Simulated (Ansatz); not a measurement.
Consider the formal exchange of groups at a Ge–C bond: `[NH2][GeH2][CH2]F` + `F[SiH3]` → `[NH2][GeH2][SiH2]F` + `CF`.

Program: Ansatz. Geometries: PBE0-D4/def2-TZVP. ΔE: electronic, gas phase. CCSD(T)/CBS adds triple-zeta CCSD(T) − MP2 to the extrapolated MP2 energy (def2 sets, frozen cores). This one scheme is used for every species. Functionals use def2-TZVPP. B3LYP here is the variant with VWN-RPA as its local correlation; programs differ in this. For Ge outer-core shells are correlated without core-valence functions, which leaves a few kJ/mol of doubt a bond. Scalar relativity is left out up to krypton. Each species was taken in one conformer, which may not be the lowest.

(1) Is it downhill or uphill in electronic energy at CCSD(T)/CBS, and by how much? (An estimate is asked.)

(2) What do these levels give: B2PLYP, B3LYP, MP2/def2-TZVPP, SCS-MP2/def2-QZVPP, HF/CBS(def2), MP2/CBS(def2)? (Estimate.)

Largest T1 diagnostic among the species: 0.011.

## Answers

(1) Computed: Downhill: ΔE = -28.1 kJ/mol.

(2) Computed: B2PLYP -27.1, B3LYP -30.3, MP2/def2-TZVPP -22.6, SCS-MP2/def2-QZVPP -22.9, HF/CBS(def2) -25.0, MP2/CBS(def2) -25.4 kJ/mol.
